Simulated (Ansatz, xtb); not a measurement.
**Ligand exchange: C2H3Cl + I2 → C2H3I + ICl**

Species: C2H3Cl `C=CCl`, singlet; I2 (iodine), singlet; C2H3I (vinyl iodide) `C=CI`, singlet; ICl (iodine monochloride), singlet. The partners trade Cl for I: C–Cl and I–I bonds give way to C–I and I–Cl.

Shapes, held fixed at every level: PBE0-D4/def2-TZVP. Programs: Ansatz 0.2.0, xtb 6.7.1. The zero-point and thermal change to 298 K, harmonic and unscaled (PBE0-D4/def2-TZVP), is -1.7 kJ/mol.

(1) Estimate ΔH(298 K) of this reaction.

Results:

(1) The highest level, CCSD(T)/def2-TZVPP, gives ΔH(298 K) = +57.8 kJ/mol; the levels span +57.8 to +70.7. The column of differences is taken from that level and isn't an error. No measured value is set beside it here. For atoms past krypton def2 sets carry core potentials with scalar relativity. Correlated rows may include outer-core shells of I, which these sets cover unevenly.

| level | kind | ΔH(298 K) (kJ/mol) | less CCSD(T)/def2-TZVPP |
| --- | --- | --- | --- |
| GFN1-xTB | semi-empirical | +70.4 | +12.6 |
| SPW92/def2-TZVPP | LDA | +67.6 | +9.8 |
| PBE-D4/def2-TZVPP | GGA | +63.7 | +5.9 |
| r2SCAN-D4/def2-TZVPP | meta-GGA | +66.8 | +9.0 |
| PBE0-D4/def2-TZVPP | global hybrid | +68.4 | +10.6 |
| r2SCAN0-D4/def2-TZVPP | global hybrid | +70.7 | +12.9 |
| wB97X-V/def2-TZVPP | range-separated hybrid | +65.4 | +7.6 |
| CCSD(T)/def2-TZVPP | coupled cluster or CI | +57.8 | 0.0 |
